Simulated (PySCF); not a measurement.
## Interval between two levels of Nb⁺ by level of theory

Nb⁺ [Kr] 4d4 [5D4, M_J = 4] → Nb⁺ [Kr] 4d3 5s1 [5F5, M_J = 5], as a difference of total energies. Computed with PySCF 2.14 in x2c-TZVPall-2c (8s9p7d1f, 77 functions), with the two-component X2C-1e Hamiltonian. Correlated levels: [Ar] 3d10 frozen; the 6 highest virtual spinors dropped. "Screened" scales the spin-orbit matrix elements by Boettger's factors to mimic the two-electron term; Breit and QED terms are absent.

| method | interval between two levels (cm⁻¹) |
| --- | --- |
| GHF (spin-free) | 1077.1 |
| GMP2 (spin-free) | 958.95 |
| GHF (screened spin-orbit) | 1364.7 |
| GMP2 (screened spin-orbit) | 1274.4 |

The spin-free rows relax to the high-spin LS determinant and lack the spin-orbit shift.

Errors of the correlated levels include the incompleteness of this basis and the frozen core.

The labels give the starting determinants; with spin-orbit coupling the two ends relaxed to ⟨J²⟩ = 20.04, ⟨L²⟩ = 6.07, ⟨S²⟩ = 6.00 and ⟨J²⟩ = 30.01, ⟨L²⟩ = 12.05, ⟨S²⟩ = 6.00.

For comparison: 2921.2 cm⁻¹ (measured; NIST Handbook of Basic Atomic Spectroscopic Data (Sansonetti and Martin, J. Phys. Chem. Ref. Data 34, 1559 (2005))).
